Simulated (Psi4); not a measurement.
## A ladder of methods for ZrHSeF3 (SMILES [F][Zr]([F])([F])[SeH])

The species is ZrHSeF3 (6 atoms), meant as a singlet with charge 0. As SMILES, `[F][Zr]([F])([F])[SeH]`. The shape was relaxed beforehand at PBE0/def2-TZVP.

Each level gives the HOMO–LUMO gap (eV). The values are calculated.

```json
{"level": "PBE-D4/def2-TZVPP (density fitting, core potential)", "kind": "GGA", "program": "Psi4", "value (eV)": "3.80"}
{"level": "r2SCAN-D4/def2-TZVPP (density fitting, core potential)", "kind": "meta-GGA", "program": "Psi4", "value (eV)": "4.25"}
{"level": "B3LYP-D4/def2-TZVPP (density fitting, core potential)", "kind": "global hybrid", "program": "Psi4", "value (eV)": "5.31"}
{"level": "PBE0-D4/def2-TZVPP (density fitting, core potential)", "kind": "global hybrid", "program": "Psi4", "value (eV)": "5.79"}
{"level": "wB97M-V/def2-TZVPP (density fitting, core potential)", "kind": "range-separated hybrid", "program": "Psi4", "value (eV)": "9.93"}
```

The values span 3.80 to 9.93 eV. Orbital gaps aren't excitation energies; they tend to grow with the share of exact exchange.
